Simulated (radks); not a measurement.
Valence configurations of neutral cerium (all share [Xe]). Calculated with a radial shooting solver on a logarithmic mesh with Libxc functionals: Dirac Kohn-Sham, BLYP, spin-unpolarised, spherical densities, finite nucleus; open shells fill j = l - 1/2 first; Fermi nuclear charge, rms radius 4.8771 fm. Energies are relative to 4f1 5d1 6s2; eigenvalues in eV.

valence          E (eV)  e(4f5/2)  e(5d3/2)  e(6p1/2)  e(6s1/2)
4f1 5d1 6s2       0.000    -5.243    -2.956         -    -3.573
4f1 5d1 6p2       4.783    -7.193    -4.530    -2.144         -
4f1 5d1 6s1 6p1   2.326    -6.261    -3.786    -1.764    -4.158
4f1 5d2 6p1       2.952    -4.620    -2.816    -1.510         -
4f2 6s2          -0.227    -0.487         -         -    -3.270
4f0.5 5d1.5 6s2   1.737    -8.160    -3.458         -    -3.704
5d2 6s2           4.739         -    -3.960         -    -3.814
4f1 5d2 6s1       0.855    -3.654    -2.010         -    -3.079
5d1 6s2 6p1       8.000         -    -6.135    -2.171    -5.002
4f1.5 5d0.5 6s2  -0.597    -2.621    -2.464         -    -3.422

NIST lists [Xe] 4f1 5d1 6s2 as the ground configuration; this level of theory puts 4f1.5 5d0.5 6s2 lower, by 0.597 eV. The energies are those of spherical spin-averaged densities, not of single terms.
